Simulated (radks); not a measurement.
The numbers below are computed, except where a source is named.
Coulomb parameter of the 4f shell of neutral praseodymium in the model configuration [Xe] 4f1.5 6s2 6p1.5, as a second difference U = [E(n + 0.25) + E(n - 0.25) - 2 E(n)] / (0.25)^2 with all orbitals relaxed. "Bare": the charge of the atom changes with n. "Screened": the 6p shell takes up the change at fixed total charge, which measures U(4f,4f) + U(6p,6p) - 2 U(4f,6p). Code: a radial shooting solver on a logarithmic mesh with Libxc functionals. Model: scalar-relativistic Kohn-Sham, PBE, spin-unpolarised, spherical densities, point nucleus.

case                     configuration  E - E(n) (eV)
start             [Xe] 4f1.5 6s2 6p1.5          0.000
bare +0.25       [Xe] 4f1.75 6s2 6p1.5         -3.076
bare -0.25       [Xe] 4f1.25 6s2 6p1.5          3.990
screened +0.25  [Xe] 4f1.75 6s2 6p1.25         -2.594
screened -0.25  [Xe] 4f1.25 6s2 6p1.75          3.154

U(bare) = 14.617 eV, U(screened by 6p) = 8.968 eV, against the Slater integral F0(4f,4f) = 25.665 eV with frozen orbitals. The step up makes a negative ion, whose loosely bound charge lowers the bare value.
